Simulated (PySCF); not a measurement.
C3H4ClF, SMILES Cl[C@@H]1C[C@H]1F. Atoms are numbered in the order given.

```xyz
9

F     -0.8934     1.9744     0.6489
C     -0.6416     0.8900    -0.1446
C     -1.3415    -0.4066     0.1578
C      0.1385    -0.2476     0.4394
Cl     1.3398    -1.1017    -0.5408
H     -0.4575     1.1646    -1.1981
H     -2.0042    -0.4382     1.0370
H     -1.6511    -1.0325    -0.6932
H      0.4453    -0.1489     1.4926
```
Charge 0, spin multiplicity 1.

Coordinates come from a PBE-D3(BJ)/def2-SVP optimisation.

The numbers are results of PBE-D3(BJ)/def2-SVP run with PySCF, not measurements.

Frequencies are harmonic and unscaled.

**Question.** List the normal modes with their intensities. (The exact figures need the calculation; the answer reports its results.)

**Answer.** 
| mode | ν (cm⁻¹) | IR (km/mol) | moving atoms (share of kinetic energy) |
|---|---|---|---|
| 1 | 220 | 2.7 | C 40 %, F 31 %, Cl 20 %, H 9 % |
| 2 | 254 | 6.4 | C 51 %, H 20 %, Cl 17 %, F 11 % |
| 3 | 353 | 3.7 | F 35 %, Cl 28 %, C 23 %, H 14 % |
| 4 | 426 | 2.7 | H 40 %, C 38 %, F 19 % |
| 5 | 676 | 19.1 | C 42 %, H 39 %, Cl 19 % |
| 6 | 794 | 7.8 | H 54 %, C 30 %, F 15 % |
| 7 | 885 | 9.9 | C 57 %, H 37 % |
| 8 | 941 | 20.5 | C 63 %, H 35 % |
| 9 | 960 | 20.6 | C 47 %, H 47 % |
| 10 | 1002 | 21.6 | H 60 %, C 39 % |
| 11 | 1036 | 1.0 | H 71 %, C 29 % |
| 12 | 1047 | 6.6 | H 65 %, C 33 % |
| 13 | 1148 | 84.1 | C 52 %, H 29 %, F 19 % |
| 14 | 1184 | 15.0 | H 70 %, C 29 % |
| 15 | 1227 | 5.7 | H 76 %, C 21 % |
| 16 | 1336 | 7.0 | H 80 %, C 19 % |
| 17 | 1419 | 44.2 | C 61 %, H 38 % |
| 18 | 3070 | 0.3 | H 95 % |
| 19 | 3090 | 6.6 | H 92 %, C 8 % |
| 20 | 3117 | 2.4 | H 92 %, C 8 % |
| 21 | 3173 | 0.1 | H 89 %, C 11 % |
